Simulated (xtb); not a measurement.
xtb input (GFN2-xTB):

```bash
xtb mol.xyz --gfn 2 --ohess tight --chrg 1 --uhf 0
```
mol.xyz:
```
12

C      2.83678480     0.32127962    -0.09104741
C      1.39802180    -0.13584957     0.11822056
O      1.11564743    -1.25007910     0.78702006
O      0.51518719     0.49157728    -0.34110975
Ge    -1.43599834     0.11935931    -0.13267453
H      3.38161090     0.40155392     0.84214301
H      3.38023271    -0.45910614    -0.67531209
H      2.84070019     1.25058951    -0.60856637
H      1.95776618    -1.66409203     1.16219169
H     -1.62008054     0.21325402     1.35899555
H     -1.93850779     1.38126386    -0.94463428
H     -1.55898639    -1.21063159    -0.80788259
```

End of the output:

```
   ------------------------------------------------------------------------

         :::::::::::::::::::::::::::::::::::::::::::::::::::::
         ::                  THERMODYNAMIC                  ::
         :::::::::::::::::::::::::::::::::::::::::::::::::::::
         :: total free energy         -17.451712433119 Eh   ::
         ::.................................................::
         :: total energy              -17.501211104320 Eh   ::
         :: zero point energy           0.082071814553 Eh   ::
         :: G(RRHO) w/o ZPVE           -0.032573143351 Eh   ::
         :: G(RRHO) contrib.            0.049498671201 Eh   ::
         :::::::::::::::::::::::::::::::::::::::::::::::::::::

optimized geometry written to: xtbopt.xyz

           -------------------------------------------------
          | TOTAL ENERGY              -17.501211104320 Eh   |
          | TOTAL ENTHALPY            -17.410414610378 Eh   |
          | TOTAL FREE ENERGY         -17.451712433119 Eh   |
          | GRADIENT NORM               0.000308001513 Eh/α |
          | HOMO-LUMO GAP               4.048968856105 eV   |
           -------------------------------------------------

------------------------------------------------------------------------
------------------------------------------------------------------------
 total:
Note: The following floating-point exceptions are signalling: IEEE_UNDERFLOW_FLAG IEEE_DENORMAL
normal termination of xtb
 SCF:
 ANC optimizer:
 analytical hessian:
```

It need not be the lowest isomer of its formula.
